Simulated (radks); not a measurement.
Results of a calculation; reference values are marked as such.
Q: Successive ionisation energies (eV) of one element, from differences of total energies of ions in their ground configurations, starting at charge 22: 1031.3, 1097.8, 1165.6, 1352.4, 1414.5, 1477.3, 1540.7, 1604.5, 1668.7, 1797.9, 1856.2, 4494.5, 4674.0, 4855.6, 5039.0, 5223.7, 5408.8, 5669.2, 5813.6, 24446, 25044. Code: a radial shooting solver on a logarithmic mesh with Libxc functionals. Model: non-relativistic Kohn-Sham, LDA (Slater exchange, Perdew-Wang correlation), spin-unpolarised, spherical densities, point nucleus; relativity is left out, which matters for an element this heavy. Which element is it?

A: Technetium (Z = 43). The first species listed is Tc22+ in [Ar] 3d3, the last Tc42+ in 1s1.
